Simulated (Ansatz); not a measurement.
Input for Ansatz (a program for electronic structure): U-CAM-B3LYP/def2-TZVPPD on O (SMILES [O]). The basis file is the Basis Set Exchange's JSON of that set.

Ansatz 0.2 input:
```yaml
crystal:
  periodic: [false, false, false]
  atoms:
    - {symbol: O, position_ang: [0.00000000, 0.00000000, 0.00000000]}
basis:
  gaussian:
    orbitals: def2-TZVPPD.json
hamiltonian:
  xc: {name: CAM-B3LYP}
magnetization: {spin_polarized: true, initial_magnetization: 2}
```

It printed:

```
WARN ansatz: RAYON_NUM_THREADS=1 ignored (pool sized by the plan → 1); use --threads N
Functional definition: CAM-B3LYP
integrals: 0.00 GiB planned
184 factors; their error is unknown
integrals: 0.03 GiB planned
52 factors; integrals over basis functions are off by at most 1.8e-4 eV
mean field: 0.08 GiB planned
mean field evaluation 1: about -2042.7326 eV, gradient 7.1e0 eV
mean field evaluation 2: about -2042.8329 eV, gradient 2.9e0 eV
mean field evaluation 4: about -2042.8602 eV, gradient 6.5e-2 eV
mean field evaluation 8: about -2042.8666 eV, gradient 3.0e-4 eV
mean field -2042.86664901 eV, -75.0739646464 hartree, gradient 2.5e-5 eV, S^2 2.003901; 0 other end points of the search recorded, 0 dependent functions left out
reference -2042.86673125 eV, -75.0739676685 hartree; 5, 3 occupied and 35, 37 virtual orbitals, 184 factors
Total energy: -2042.86673125 eV, -75.0739676685 hartree
```

The calculation finished and met its thresholds.

Cost: very roughly 0.4 core-seconds.
